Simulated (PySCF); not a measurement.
Species: C2H10Si4.
SMILES with atom numbers: `[CH:1]#[C:2][Si@@H:3]([SiH3:4])[SiH2:5][SiH3:6]` (hydrogens: H7 on C1; H8 on Si3; H9, H10, H11 on Si4; H12, H13 on Si5; H14, H15, H16 on Si6)

Computed geometry: GFN2-xTB, gas phase.

Some entries are withheld. Bonds in one row agree within 0.01 Å.

```
               coordinate    value
                    C1≡C2        ?
                   C2–Si3        ?
                  Si3–Si4        ?
                  Si3–Si5  2.335 Å
                  Si5–Si6  2.310 Å
                    C1–H7  1.053 Å
                   Si3–H8  1.480 Å
 Si4–H9, Si4–H10, Si4–H11  1.465 Å
                  Si5–H12  1.475 Å
                  Si5–H13  1.472 Å
Si6–H14, Si6–H15, Si6–H16  1.465 Å
                C1–C2–Si3   178.7°
               C2–Si3–Si4        ?
               C2–Si3–Si5        ?
              Si4–Si3–Si5        ?
              Si3–Si5–Si6   114.1°
```

Question: Fill in the missing values.

Answer: 
- C1≡C2 = 1.203 Å, drawn triple (terminal alkyne carbon to alkyne carbon); 0.18 Å below the sum of covalent radii, 1.38 Å.
- C2–Si3 = 1.856 Å, drawn single (alkyne carbon to SiH silicon); 0.06 Å above the sum of covalent radii, 1.80 Å.
- Si3–Si4 = 2.320 Å, drawn single (SiH silicon to SiH3 silicon); 0.10 Å above the sum of covalent radii, 2.22 Å.
- C2–Si3–Si4 = 107.7°, at the SiH silicon; the outer atoms are 3.383 Å apart.
- C2–Si3–Si5 = 106.1°, at the SiH silicon; the outer atoms are 3.362 Å apart.
- Si4–Si3–Si5 = 116.3°, at the SiH silicon; the outer atoms are 3.954 Å apart.

Radii are Cordero's, carbon taken as 0.76, 0.73 or 0.69 Å for four, three, and two or fewer neighbours.

Stationary, but not proved a minimum. The numbers are those of one conformer (C2–Si3–Si5–Si6 -62°).
